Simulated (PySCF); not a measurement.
# Partial charges of `CS[SiH2][SiH2]CF`

Species: C2H9FSSi2.
Geometry (GFN2-xTB, Å), atoms numbered from 1 in this order:
```xyz
15
C2H9FSSi2 angstrom
C      3.3827   -0.2496   -0.3097
S      1.9121   -1.1069    0.3244
Si     0.3847    0.2516   -0.3552
Si    -1.6172   -0.5992    0.4184
C     -2.9781    0.3789   -0.5181
F     -2.6511    1.7246   -0.5256
H      3.3179   -0.1662   -1.3899
H      3.4525    0.7345    0.1430
H      4.2433   -0.8488   -0.0324
H      0.7881    1.5667    0.1531
H      0.5564    0.3194   -1.8131
H     -1.8532   -0.3759    1.8502
H     -1.9050   -2.0116    0.1404
H     -3.9596    0.3048   -0.0475
H     -3.0779    0.0857   -1.5657
```

Density: PBE0/pcSseg-1 (PySCF); schemes: Mulliken, IAO, Hirshfeld and ESP-fitted. One conformer (not necessarily the lowest) at the GFN2-xTB geometry, without solvent, vibrations or thermal averaging.

Q: Do the Mulliken, IAO, Hirshfeld and ESP-fitted schemes agree on where the charge is highest?

A: All schemes agree: Mulliken Si4 (+0.313); IAO Si4 (+0.458); Hirshfeld Si4 (+0.254); ESP-fitted Si4 (+0.320).

Q: At which atom do the 4 schemes differ most?

A: At C1: from -0.498 (IAO) to -0.115 e (Hirshfeld), 0.383 e apart.

Q: Which atoms carry the lowest charge in the Mulliken, IAO, Hirshfeld and ESP-fitted schemes?

A: The schemes don't all agree: Mulliken C1 (-0.386); IAO C1 (-0.498); Hirshfeld F6 (-0.126); ESP-fitted C1 (-0.459).

Q: Tabulate the Mulliken, IAO, Hirshfeld and ESP-fitted charges.

A: In e:

```csv
atom,environment,Mulliken,IAO,Hirshfeld,ESP-fitted
C1,S-methyl carbon,-0.386,-0.498,-0.115,-0.459
S2,sulfur bonded to C and Si,-0.319,-0.185,-0.116,-0.244
Si3,SiH2 silicon,+0.300,+0.389,+0.220,+0.090
Si4,SiH2 silicon,+0.313,+0.458,+0.254,+0.320
C5,sp3 C–F carbon,-0.137,-0.224,-0.067,-0.085
F6,alkyl fluorine,-0.347,-0.329,-0.126,-0.217
H7,methyl hydrogen,+0.153,+0.155,+0.045,+0.169
H8,methyl hydrogen,+0.153,+0.156,+0.045,+0.170
H9,methyl hydrogen,+0.161,+0.172,+0.053,+0.215
H10,Si–H hydrogen,-0.035,-0.101,-0.073,-0.004
H11,Si–H hydrogen,-0.045,-0.108,-0.077,-0.009
H12,Si–H hydrogen,-0.036,-0.091,-0.067,-0.065
H13,Si–H hydrogen,-0.043,-0.094,-0.067,-0.080
H14,methylene hydrogen,+0.135,+0.152,+0.046,+0.099
H15,methylene hydrogen,+0.132,+0.147,+0.043,+0.099
```

Mean size of the charges over all atoms: IAO 0.217 e, Mulliken 0.180 e, ESP-fitted 0.155 e, Hirshfeld 0.094 e. Each set sums to the total charge, 0, to within 0.001 e. The ESP scheme fits charges at the nuclei, held to the total charge, to the electrostatic potential on points at 1.4 to 2.0 times the van der Waals radii. The Mulliken scheme gives each basis function's population to the atom it is centred on and halves the overlap population of two atoms between them.

Q: How many electrons does the ESP-fitted scheme count on C1?

A: Z − q = 6 − (-0.459) ≈ 6.458.

Q: Sum the charges by element, for elements with more than one atom.

A: 
```json
{"element": "C", "atoms": "2", "Mulliken": "-0.523", "IAO": "-0.721", "Hirshfeld": "-0.181", "ESP-fitted": "-0.543"}
{"element": "Si", "atoms": "2", "Mulliken": "+0.613", "IAO": "+0.847", "Hirshfeld": "+0.474", "ESP-fitted": "+0.410"}
{"element": "H", "atoms": "9", "Mulliken": "+0.576", "IAO": "+0.387", "Hirshfeld": "-0.050", "ESP-fitted": "+0.593"}
```
